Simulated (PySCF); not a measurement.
F4S, SMILES FS(F)(F)F.

Coordinates come from a PBE0-D3(BJ)/def2-SVP optimisation.

Method: PBE/def2-TZVP in PySCF.

The molecule is in vacuum.

The total energy is -797.19003 hartree and the point group is C2v. The highest occupied level is -8.30 eV, the lowest empty level is -3.21 eV and the orbital gap is 5.09 eV. The dipole moment is 0.140 e·Å, the quadrupole, principal values (traceless, Buckingham form, about the centre of nuclear charge) is -5.50, 2.42, 3.08 D·Å and the mean static polarisability comes out as 25.6 bohr³ (3.80 Å³). The polarisability, principal values is 20.6, 24.6, 31.8 bohr³.
